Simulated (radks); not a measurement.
Results of a calculation; reference values are marked as such.
Task: All-electron atom: Hg63+ in [Ne] 3s2 3p5. Code: a radial shooting solver on a logarithmic mesh with Libxc functionals. Model: non-relativistic Kohn-Sham, PBE, spin-polarised, spherical densities, point nucleus; open shells are filled with parallel spins first (spin-orbit coupling, left out, can overturn this in heavy ions); relativity is left out, which matters for an element this heavy. Some entries of the table are withheld. Estimate them.

orbital,occ.,eigenvalue (eV),<r> (bohr),r(max) (bohr)
1s up,1,-79980.75,0.01892,0.01256
1s down,1,-79977.08,0.01892,0.01256
2s up,1,-17339.46,0.07879,0.06788
2s down,1,-17336.97,0.07878,0.06788
2p up,3,(1),0.06654,0.05262
2p down,3,(2),0.06654,0.05263
3s up,1,-7050.967,0.1860,0.1774
3s down,1,-7041.221,0.1861,0.1774
3p up,3,(3),0.1754,0.1658
3p down,2,(4),0.1754,0.1658

Result: 
(1) 2p up eigenvalue (eV): -16917.04
(2) 2p down eigenvalue (eV): -16913.32
(3) 3p up eigenvalue (eV): -6885.522
(4) 3p down eigenvalue (eV): -6875.376
